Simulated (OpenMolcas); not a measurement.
Ar2+: Slater's ratio, the spin-orbit constant, worked from levels

```yaml
Program: OpenMolcas 26.06
Basis: ANO-RCC-VQZP [6s5p3d2f1g]
Scalar_Hamiltonian: DKH2, point nucleus
Active_space: 4 electrons in 3 orbitals (3p)
State_averaging: 2S+1 = 3 even, 3 roots; 2S+1 = 1 even, 6 roots
Spin-orbit_coupling: state interaction with AMFI integrals over the reference wave functions, term energies averaged over their components
```

Methods: CASSCF; SS-CASPT2, IPEA 0.25 Eh, imaginary shift 0.1 Eh (closed shells correlated: 2s 2p 3s). Measured levels: Saloman, J. Phys. Chem. Ref. Data 39, 033101 (2010).

**Slater's ratio.** With one set of orbitals, p4 has ¹D - ³P = 6 F2 and ¹S - ¹D = 9 F2 (F2 = F²/25), a ratio of 3/2. Term energies are centres of gravity, weighted by 2J + 1.

| Source | ¹D - ³P | ¹S - ³P | F2 from the first | Ratio |
| --- | --- | --- | --- | --- |
| CASSCF | 16474 | 41010 | 2746 | 1.489 |
| SS-CASPT2 | 13642 | 34053 | 2274 | 1.496 |
| measured | 13465 | 32721 | 2244 | 1.430 |

Energies in cm-1. A ratio away from 3/2 shows effects beyond one configuration with one set of orbitals, and in heavier atoms second-order spin-orbit shifts.

**The spin-orbit constant.** For the Hund term ³P of p4, E(J) = (A/2) J(J+1) + constant and ζ = -2S·A = -2A. From J = 0 to J = 2 the energy changes by 3 A.

```
   Source  E(2) - E(0)       A     ζ
   CASSCF      -1492.2  -497.4   995
SS-CASPT2      -1487.5  -495.8   992
 measured      -1570.2  -523.4  1047
```

All in cm-1. SS-CASPT2 is off by -5.3 % and CASSCF by -5.0 %. Both methods take the spin-orbit matrix elements from the reference wave functions, so the second can move ζ only through the term energies and any multistate remixing. Second-order mixing with other terms is absorbed into this ζ.

CASPT2 does not keep the components of a term degenerate, so their means are used; among the terms shown or strongly mixed into the levels shown the widest spread is 180 cm-1 (3s² 3p⁴ ¹D, SS-CASPT2). With the s shell closed, the reference lacks s² → p² mixing. Measured partners are found by configuration, term and J. A level has none where our copy of the source lacks it or the pairing is in doubt (some pairs that miss far off the trend of their configuration count as doubtful), and it then counts in no deviation. Only configurations of the active space appear.
